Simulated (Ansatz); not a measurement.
Mulliken charges of CF₆Ge (`F[C](F)(F)[Ge]([F])([F])[F]`) from r2SCAN/def2-TZVPP in Ansatz (PBE0-D4/def2-TZVP geometry).

```
atom   x (Å)   y (Å)   z (Å)  charge (e)
  F1   0.802  -1.035   1.474      -0.141
  C2   0.793  -0.689   0.188       0.382
  F3   0.643  -1.792  -0.542      -0.141
  F4   1.972  -0.146  -0.109      -0.141
 Ge5  -0.689   0.604  -0.182       1.001
  F6  -0.512   2.021   0.746      -0.320
  F7  -0.713   1.057  -1.823      -0.320
  F8  -2.204  -0.076   0.192      -0.320
```

**Question.** By hand: the dipole of these point charges (1 e Å = 4.8032 D).

**Answer.** Σ q r = (0.229, -0.200, 0.057) e Å, of length 0.309 e Å = 1.48 D.

**Question.** How does the dipole of the full density compare? (Best estimate.)

**Answer.** Computed: (0.148, -0.129, 0.037) e Å, 0.96 D; the point charges give 1.54 times that, at 0° from its direction.

Point charges leave out the atoms' own dipoles, such as those of lone pairs, and Mulliken's split depends on the basis, so the two needn't agree.
